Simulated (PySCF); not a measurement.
# Sr¹⁹⁺: ionisation energy

Sr¹⁹⁺ [Ar] 3d1 (2D) → Sr²⁰⁺ [Ar] (1S), as a difference of total energies. All numbers are calculated (PySCF 2.14, the spin-free X2C one-electron Hamiltonian (Gaussian nucleus), in an uncontracted even-tempered set (19 s from 1.7 bohr⁻², ratio 2.5; 12 p from 2.2 bohr⁻², ratio 2.5; 8 d from 2.2 bohr⁻², ratio 2.5; 4 f from 7.7 bohr⁻², ratio 2.7; 3 g from 12 bohr⁻², ratio 2.7)). Correlated levels: outer shells: [Ne] frozen; virtual orbitals above 40 to 60 times the deepest correlated orbital energy dropped. The calculations carry no spin-orbit coupling.

```
                method  ionisation energy (eV)
                   UHF                  773.56
                   LDA                  774.95
                  PBE0                  775.16
                r2SCAN                  775.52
                B2PLYP                  774.84
                   M06                  773.73
SCS-MP2 (outer shells)                  773.71
```

Q: Estimate what PBE gives.

A: 775.22 eV, closest to PBE0 among the rows shown.

Q: Estimate what MP2 (outer shells) gives.

A: 773.74 eV, closest to M06 among the rows shown.

A first-order spin-orbit estimate (lowest level to lowest level, LS coupling) adds 1.572 eV.

Breit and QED terms and the two-electron picture change are absent.

For comparison: 774 ± 4 eV (theoretical estimate listed by NIST; NIST Atomic Spectra Database, ionization energies).
